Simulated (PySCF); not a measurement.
C5H8, SMILES C=CC1CC1. Geometry: PBE-D3(BJ)/def2-SVP. Other conformers were not sampled.

Computed equilibrium geometry at PBE-D3(BJ)/def2-SVP (PySCF confirms it by a frequency run) as Cartesian coordinates in Å, and its point group (one conformer of several):
point group Cs.
```xyz
13

C      2.2554    -0.1170     0.0000
C      1.0034     0.3779     0.0000
C     -0.2379    -0.4241     0.0000
C     -1.4646     0.0774     0.7507
C     -1.4646     0.0774    -0.7507
H      2.4430    -1.2035     0.0000
H      3.1346     0.5447     0.0000
H      0.8594     1.4753     0.0000
H     -0.0818    -1.5160     0.0000
H     -1.3765     1.0430     1.2739
H     -2.0763    -0.6684     1.2814
H     -1.3765     1.0430    -1.2739
H     -2.0763    -0.6684    -1.2814
```
